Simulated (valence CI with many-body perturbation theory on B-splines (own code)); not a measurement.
Energy levels of S²⁺

Method: relativistic CI+MBPT: four valence electrons over a frozen Dirac-Fock core [Ne], radial functions for each j: 11 s, 11 p, 10 d, 8 f, 5 g, 2 h, with the one-electron correlation potential Σ1, the two-electron term Σ2, the three-electron term Σ3, Breit, model QED; selected CI, second order for the rest, scaled by the run's own slope (own B-spline code, finite nucleus).

Set against measurement, 54 paired levels are off by 72 cm⁻¹ on average, the worst by 255. These come from a selection out of NIST levels in Podobedova, Kelleher and Wiese, J. Phys. Chem. Ref. Data 38, 171 (2009). Levels without a partner in it may be off by more. Among the levels kept, up to 1700 cm⁻¹ of a level comes from second order outside the variational space, and about a tenth of that is noise between levels of different J, which matters for small intervals. 2 measured levels below the end of the list, from 164141 cm⁻¹ on, found no clear computed partner, and computed levels of the same name lie up to 1873 cm⁻¹ from them.

Levels 181 to 198 of 198, with energies above the lowest level, 3s2 3p2 3P_0. "Leading %" is the weight of the configuration and term that name the level; weights of strongly mixed levels are sums over their largest components and can fall short. Lifetimes count E1, E2, E3, M1 and M2 decay at the calculated energies, and are blank where another channel may lead or the interval is too uncertain; long ones can be off by a factor of two.

```tsv
No.	Configuration	Term	J	E (cm⁻¹)	Leading %	g	Second component	Lifetime
181	3s2 3p 6p	3D	2	242531	66	1.186	9 % 3s2 3p 6p 3P	1.23 ns
182	3s 3p2 4p	5P°	1	242579	96	2.500		1.92 ns
183	3s2 3p 6p	3S	1	242679	38	1.440	17 % 3s2 3p 6p 1P	849 ps
184	3s 3p2 4p	5P°	2	242703	92	1.839		1.92 ns
185	3s2 3p 6p	3D	3	243007	86	1.334	4 % 3s 3p2 4s 3D	2.68 ns
186	3s 3p2 4p	5P°	3	243031	95	1.666		1.91 ns
187	3s2 3p 6p	3P	1	243099	56	1.642	26 % 3s2 3p 6p 3S	964 ps
188	3s2 3p 6p	3P	2	243250	81	1.460	10 % 3s2 3p 6p 3D	5.17 ns
189	3s 3p2 4p	5S°	2	244161	91	1.996		2.16 ns
190	3s 3p2 3d	3S	1	244598	81	1.998	12 % 3s2 3p 6p 3S	129 ps
191	3s2 3p 6p	1S	0	244747	87			5.62 ns
192	3s 3p2 4p	3D°	1	245225	87	0.501		2.90 ns
193	3s2 3p 6p	1D	2	245389	46	1.004	31 % 3s 3p2 4s 1D	432 ps
194	3s 3p2 4p	3D°	2	245464	86	1.169		2.90 ns
195	3s 3p2 4p	3D°	3	245846	86	1.336	4 % 3s2 3p 6d 3D°	2.88 ns
196	3s 3p2 4p	3P°	0	248962	79		10 % 3s2 3p 6d 3P°	2.60 ns
197	3s 3p2 4p	3P°	1	249023	76	1.493	14 % 3s2 3p 6d 3P°	2.63 ns
198	3s 3p2 4p	3P°	2	249075	60	1.456	24 % 3s2 3p 6d 3P°	2.98 ns
```

Names give the largest LS component (configuration and term), which can be under half, so a name can repeat, a term be missing and a line seem to break the LS rules; names also repeat where a configuration has a term twice.

Where two levels of one J and parity lie close, their mixing, g and order are uncertain.
